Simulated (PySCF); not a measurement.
Te(SMe)2 (C2H6S2Te), SMILES CS[Te]SC.

Geometry: B3LYP-D3(BJ)/def2-SVP. The def2 effective core potentials stand for the cores of Te; spin–orbit coupling is left out. Other conformers were not sampled.

Vertical ionisation energy (IE) and electron affinity (EA) in eV. Rows of orbital energies are one-electron estimates. Where ΔSCF, EOM or ADC give a negative EA the extra electron is unbound and the value depends on the basis.

```csv
level,IE,EA
"−ε(HOMO), −ε(LUMO), r2SCAN/def2-TZVP (PySCF)",5.70,2.35
"−ε(HOMO), −ε(LUMO), PBE/def2-TZVP (PySCF)",5.46,2.47
```
